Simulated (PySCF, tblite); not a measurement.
One entry of a table of gas-phase calculations, keyed by method. Lists by class give the value and the number of equivalent atoms.

```json
{
 "formula": "C6H11FSSi",
 "smiles": "CS[SiH2]C1=CCC[C@H]1F",
 "inchi": "InChI=1S/C6H11FSSi/c1-8-9-6-4-2-3-5(6)7/h4-5H,2-3,9H2,1H3/t5-/m1/s1",
 "charge": 0,
 "multiplicity": 1,
 "geometry_level": "GFN2-xTB",
 "atoms_angstrom": [
  ["C", 4.088, -0.393, 0.563],
  ["S", 2.401, -0.886, 1.024],
  ["Si", 1.326, 0.201, -0.482],
  ["C", -0.479, -0.119, -0.15],
  ["C", -1.058, -0.747, 0.869],
  ["C", -2.551, -0.75, 0.789],
  ["C", -2.854, 0.238, -0.349],
  ["C", -1.525, 0.405, -1.096],
  ["F", -1.294, 1.732, -1.419],
  ["H", 4.766, -0.913, 1.232],
  ["H", 4.286, -0.681, -0.464],
  ["H", 4.199, 0.68, 0.683],
  ["H", 1.735, -0.321, -1.79],
  ["H", 1.682, 1.614, -0.366],
  ["H", -0.529, -1.232, 1.672],
  ["H", -3.009, -0.455, 1.734],
  ["H", -2.909, -1.755, 0.549],
  ["H", -3.654, -0.103, -1.002],
  ["H", -3.131, 1.212, 0.057],
  ["H", -1.496, -0.128, -2.056]
 ],
 "electronic_structure_code": "PySCF",
 "results": {
  "GFN2-xTB geometry": {
   "point_group": "C1",
   "rotational_constants_GHz": [2.51, 0.6, 0.499]
  },
  "PBE0/pcSseg-1 ground state and GIAO shieldings, non-relativistic": {
   "dipole_D": 1.09,
   "homo_eV": -6.72,
   "lumo_eV": -0.44,
   "shift_vs_computed_TMS_C_by_class_ppm": [
    [158.1, 1],
    [143.1, 1],
    [106.3, 1],
    [38.2, 1],
    [35.2, 1],
    [13.6, 1]
   ],
   "shift_vs_computed_TMS_H_by_class_ppm": [
    [6.57, 1],
    [6.03, 1],
    [5.11, 1],
    [5.09, 1],
    [2.7, 1],
    [2.52, 1],
    [2.52, 1],
    [2.11, 3],
    [2.07, 1]
   ],
   "shielding_other_nuclei_by_class_ppm": [
    ["F", 364.1, 1],
    ["Si", 383.2, 1],
    ["S", 736.2, 1]
   ],
   "charges_hirshfeld_e_by_atom": [-0.12, -0.11, 0.3, -0.12, -0.02, -0.07, -0.07, 0.06, -0.12, 0.05, 0.05, 0.05, -0.08, -0.08, 0.05, 0.05, 0.05, 0.04, 0.04, 0.04]
  },
  "GFN2-xTB harmonic vibrations, gas phase": {
   "strongest_ir_bands_cm-1_km_per_mol_modes": [
    [468.9, 61.7, 1],
    [701.4, 396.4, 1],
    [783.8, 212.5, 1],
    [1675.3, 72.0, 1],
    [2229.1, 290.8, 1],
    [2277.9, 171.6, 1]
   ],
   "zpe_kcal_per_mol": 95.4
  }
 }
}
```

The rotational constants make it an asymmetric top with κ = (2B − A − C)/(A − C) = -0.90, nearer the prolate limit (−1).

 NMR classes are plain means over equivalent atoms (diastereotopic ones count apart unless rotation or inversion swaps them), as if these changed places fast; in this geometry the members of some classes differ.

One conformer stands for the species.
